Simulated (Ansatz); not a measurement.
Relaxation of C₂H₇AlClN (12 atoms, charge 0, multiplicity 1), to a largest force component of 0.03 eV/Å in at most 50 steps.

The calculation used RKS PBE-D4/def2-SVP (Ansatz 0.2.0).

```xyz
12
Properties=species:S:1:pos:R:3:forces:R:3
Al -0.494 -0.120 -1.450 0.02 0.08 -0.03
Cl 0.662 3.117 -2.241 -0.08 -0.17 0.12
N -0.061 -0.757 0.121 -0.01 0.00 0.01
C 0.302 -1.603 1.219 0.00 0.00 -0.01
C -0.304 0.710 0.327 0.01 0.10 -0.05
H 0.112 2.414 -1.261 0.04 -0.03 -0.01
H -0.836 -0.474 -2.952 0.01 0.01 0.00
H -0.477 -1.602 2.020 0.01 0.01 -0.01
H 0.433 -2.650 0.877 0.00 0.00 -0.01
H 1.257 -1.279 1.698 0.01 0.01 0.00
H -1.180 0.958 0.971 0.00 0.00 0.01
H 0.587 1.287 0.671 0.00 0.00 -0.01
```

**Question.** Where does it end, and by what steps?

**Answer.** It converged. After 19 steps the energy has fallen by 3.623 eV; Cl2 moved furthest, 1.57 Å. Parted: Al1–C5, Cl2–H6. Joined: Al1–Cl2, C5–H6.

```tsv
step	energy less start (eV)	largest force component (eV/Å)	accepted
0	0.0000	0.167	yes
1	-0.0436	0.199	yes
2	-0.0702	0.640	yes
3	-0.1353	0.365	yes
4	-0.3095	0.764	yes
5	-0.8149	2.008	yes
6	-1.7733	2.253	yes
7	-2.4858	1.456	yes
8	-2.7406	2.102	yes
9	-3.0059	1.160	yes
10	-3.1915	1.012	yes
11	-3.3032	0.751	yes
12	-3.3936	0.251	yes
13	-3.4653	0.176	yes
14	-3.5258	0.156	yes
15	-3.5743	0.117	yes
16	-3.6074	0.075	yes
17	-3.6207	0.053	yes
18	-3.6217	0.110	yes
19	-3.6229	0.008	yes
```

```xyz
12
Properties=species:S:1:pos:R:3
Al 0.043 -0.028 -1.836
Cl -0.064 1.852 -2.816
N 0.003 -0.024 -0.047
C 0.071 -1.257 0.719
C -0.099 1.166 0.780
H -0.152 2.076 0.151
H 0.156 -1.387 -2.644
H -0.834 -1.401 1.357
H 0.150 -2.138 0.048
H 0.955 -1.275 1.401
H -1.010 1.143 1.425
H 0.779 1.272 1.461
```

Whether the end is a true minimum wasn't checked by a vibrational analysis.

Run time: 43 s on 2 threads of Arm Neoverse V2, with other jobs on the host, peak memory 0.15 GiB.
